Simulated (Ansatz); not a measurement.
Two structures of SiAsNH₈O, singlet, reached by relaxing down either side of one saddle point (PBE0-D4/def2-TZVP). Energies are electronic, without zero-point energy. Computed with Ansatz 0.2.0 (basis: def2-TZVPP and def2-QZVPP); correlated methods freeze the cores. Filled d shells of the heavier atoms are correlated. The def2 sets are not built for correlating such inner shells, so the correlated values are less sure here. Extrapolation: Hartree–Fock as exp(−7.88 √X), correlation as X^−2.97. First:

```
12
angstrom
Si -0.9587 1.1766 0.3676
O -1.1518 -0.3078 1.0648
H 0.2413 1.6944 1.0672
H -2.1348 2.0580 0.6010
N -0.8088 1.0890 -1.3282
H 1.9975 -1.0964 1.3917
As 1.8128 -1.3669 -0.0892
H -1.8360 -0.8612 0.6834
H 0.0010 0.6959 -1.7786
H -1.3577 1.6682 -1.9389
H 3.1459 -2.0946 -0.2033
H 1.0493 -2.6550 0.1623
```

Second:

```json
{"atom": "Si1", "x (Å)": "0.0477", "y (Å)": "0.8537", "z (Å)": "-0.4107"}
{"atom": "O2", "x (Å)": "-0.7539", "y (Å)": "-1.4447", "z (Å)": "2.5950"}
{"atom": "H3", "x (Å)": "0.6413", "y (Å)": "1.9791", "z (Å)": "0.3699"}
{"atom": "H4", "x (Å)": "-1.2149", "y (Å)": "0.4582", "z (Å)": "0.2700"}
{"atom": "N5", "x (Å)": "-0.3698", "y (Å)": "1.1886", "z (Å)": "-2.0415"}
{"atom": "H6", "x (Å)": "-0.2733", "y (Å)": "-1.6469", "z (Å)": "1.7875"}
{"atom": "As7", "x (Å)": "1.7002", "y (Å)": "-0.8356", "z (Å)": "-0.4701"}
{"atom": "H8", "x (Å)": "-1.3997", "y (Å)": "-0.7857", "z (Å)": "2.3300"}
{"atom": "H9", "x (Å)": "0.3453", "y (Å)": "1.3950", "z (Å)": "-2.7201"}
{"atom": "H10", "x (Å)": "-1.2266", "y (Å)": "1.6731", "z (Å)": "-2.2552"}
{"atom": "H11", "x (Å)": "1.8211", "y (Å)": "-0.8672", "z (Å)": "1.0467"}
{"atom": "H12", "x (Å)": "0.6825", "y (Å)": "-1.9676", "z (Å)": "-0.5016"}
```

(1) Which bonds change from the first to the second?

(2) Give the saddle point's structure and its height above each. (Judge from chemistry; the value comes from the calculation.)

The T1 diagnostic stays at or below 0.012.

Results:

(1) SiNH₅O ([NH2][SiH2][OH]) + AsH₃ → SiAsNH₆ ([NH2][SiH2][AsH2]) + H₂O; bonds formed: Si1–As7, O2–H6; bonds broken: Si1–O2, H6–As7.

(2) The calculation gives: 193.9 kJ/mol above the first and 112.6 kJ/mol above the second (CCSD(T) at an estimated basis limit (MP2 extrapolated from triple and quadruple zeta, plus CCSD(T) − MP2 in triple zeta)).
```tsv
atom	x (Å)	y (Å)	z (Å)
Si1	-0.3165	0.9287	0.2120
O2	-0.7155	-0.4765	1.3234
H3	0.8272	1.6606	0.7948
H4	-1.5259	1.6864	0.6738
N5	-0.6892	0.7949	-1.4365
H6	0.0537	-1.0707	0.9104
As7	1.7426	-0.9401	-0.3641
H8	-1.6046	-0.8499	1.2302
H9	-0.0586	0.4064	-2.1169
H10	-1.4366	1.3433	-1.8305
H11	2.4525	-1.0890	0.9737
H12	1.2706	-2.3942	-0.3702
```

Labels in which every atom is bracketed show which atoms are joined, not bond orders.

For scale, one of the runs: CCSD(T)/def2-TZVPP, 264 basis functions, launched by `ansatz run in.yaml --threads 8 --pin off --events-out ev --progress --plain --max-ram 19148MiB`. Time: 2.4 min of wall clock on 8 CPU threads of an Arm Neoverse V2; the host was shared. Peak host memory: 6.5 GiB.
